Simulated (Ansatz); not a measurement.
Mg₃N₂⁺. The state is a doublet with charge 1. Geometry PBE-D4/def2-SVP; atoms count from 1.

```xyz
5

Mg   -0.244    1.401    0.541
Mg   -0.154   -1.980    1.816
Mg    0.317   -0.443   -1.421
N     0.127    1.586   -1.454
N    -0.046   -0.564    0.517
```

The charge 1 doublet is spin-contaminated (final ⟨S²⟩ up to 1.48, 0.75 for a pure state). The geometry of the doublet was relaxed on an unsound state (⟨S²⟩ 1.25, where a pure state has 0.75). Another isomer (doublet) lies 1.65 eV lower at PBE0-D4/def2-TZVP; other spin states weren't run for this one.

**Question.** Estimate the Mulliken populations from the PBE0/def2-TZVP orbitals of Ansatz.

**Answer.** 
| atom | charge (e) | spin (α − β) |
| --- | --- | --- |
| Mg1 | 0.94 | -0.17 |
| Mg2 | 0.68 | -0.65 |
| Mg3 | 0.94 | -0.17 |
| N4 | -0.51 | 1.67 |
| N5 | -1.05 | 0.33 |
Mulliken values and Mayer orders depend strongly on the basis.

**Question.** Where does the spin sit?

**Answer.** Summed by element: Mg -1.00, N 2.00, of 1 unpaired in all. Largest on single atoms: N4 1.67, Mg2 -0.65, N5 0.33.

**Question.** And the Mayer bond orders between bonded heavy atoms (over 0.3)?

**Answer.** Mg1–N4 0.67 (2.04 Å); Mg1–N5 0.78 (1.98 Å); Mg2–N5 0.96 (1.92 Å); Mg3–N4 0.67 (2.04 Å); Mg3–N5 0.78 (1.98 Å).
